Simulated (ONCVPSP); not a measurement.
Building the ONCV potential for holmium (Ho) (BLYP, fully relativistic).

ONCVPSP 4.0.1 input, shortened (lines: element, Z, core and valence counts, functional; n l f; lmax; l rc ep ncon nbas qcut; lloc lpopt rc5 dvloc0; l nproj debl; icmod fcfact rcfact), BLYP, fully relativistic:

```
  Ho 67.00   12    1  -106131      upf
    1    0    2.00
    2    0    2.00
    2    1    6.00
    3    0    2.00
    3    1    6.00
    3    2   10.00
    4    0    2.00
    4    1    6.00
    4    2   10.00
    4    3   10.00
    5    0    2.00
    5    1    6.00
    5    2    1.00
    3
    0    2.25    0.41    4    7    2.40
    1    2.60    0.40    3    7    3.10
    2    2.80    0.00    4    9    6.20
    3    3.00    0.31    5    9    3.90
    4    5    1.70    1.00
    0    2    3.80
    1    2    2.50
    2    1    1.70
    3    2    3.70
    0    0.00    0.00
```

Open shells are filled in proportion to 2j + 1.

In the s channel the program set the typed energies aside and used 0.050, 3.850 Ha. In the p channel the program set the typed energies aside and used 0.050, 2.550 Ha (j = l + 1/2; the other j can differ).

Poles of the logarithmic derivatives, all-electron (AE) and pseudo (PS). s: poles at 2.5 (AE) and 0.7, 2.5 (PS) Ha. p3/2: poles at -1.4, 2.0 (AE) and 1.3, 2.1 (PS) Ha. p1/2: poles at -1.6, 1.8 (AE) and 1.3, 1.9 (PS) Ha. d5/2: poles at -0.2, 2.7 (AE) and -0.2, 2.5 (PS) Ha. d3/2: poles at -0.2, 2.6 (AE) and -0.2, 2.5 (PS) Ha. f7/2: poles at -0.8, 1.0, 3.7 (AE) and 1.0, 3.7 (PS) Ha. f5/2: poles at -0.9, 1.0, 3.7 (AE) and 1.0, 3.7 (PS) Ha. Test radii: s 2.29, p3/2 2.64, p1/2 2.64, d5/2 2.84, d3/2 2.84, f7/2 3.05, f5/2 3.05 bohr.

* Cutoffs needed: 10 Ha and 12 Ha (the cutoffs (Ha) at which the residual kinetic energy of the hardest occupied pseudo-wave falls to 1 and 0.1 mHa per electron) The cutoffs count occupied waves only; projector 2 of the f channel, the hardest unoccupied one, needs 42 Ha at the loose tolerance.
* Ghost test: no bound ghost flagged; GHOST(+) flagged for s at 17.3 eV, p3/2 at 42.5 eV, p1/2 at 46.2 eV, s at 157.1 eV, f5/2 at 456.8 eV and 1 more
* Configuration tests: 1 of 4 tests not solved or not reliable
